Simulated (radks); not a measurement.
The iodine anion I-, [Xe], held by a Watson sphere: a shell of charge +1 at radius R that stands for the Madelung well of a crystal (potential energy -1/R inside, -1/r outside, in hartree with lengths in bohr). Calculated with a radial shooting solver on a logarithmic mesh with Libxc functionals: scalar-relativistic Kohn-Sham, LDA (Slater exchange, VWN5 correlation), spin-unpolarised, spherical densities, point nucleus. Response by self-consistent Sternheimer equations with the Hartree and adiabatic LDA kernel, the relativistic mass of each level held fixed and spin-orbit coupling left out. The sphere does not respond.

R (bohr)  e(4d) (eV)  e(5s) (eV)  e(5p) (eV)  <r> 5p (bohr)  sum of <r^2> (bohr^2)  X-ray form factor at sin(theta)/lambda = 0.2 1/angstrom  alpha (bohr^3)
2.9          -49.289     -17.420      -7.383          2.524                  70.74                                                   42.357           40.11
3.4          -48.859     -16.814      -6.866          2.574                  72.79                                                   42.324           45.45
3.49         -48.783     -16.712      -6.772          2.581                  73.12                                                   42.321           46.43
3.82         -48.502     -16.353      -6.432          2.606                  74.20                                                   42.314           50.02
4.17         -48.207     -15.999      -6.086          2.627                  75.17                                                   42.311           53.73
4.23         -48.157     -15.940      -6.028          2.630                  75.32                                                   42.310           54.35
5.81         -46.978     -14.663      -4.742          2.680                  77.83                                                   42.313           67.89
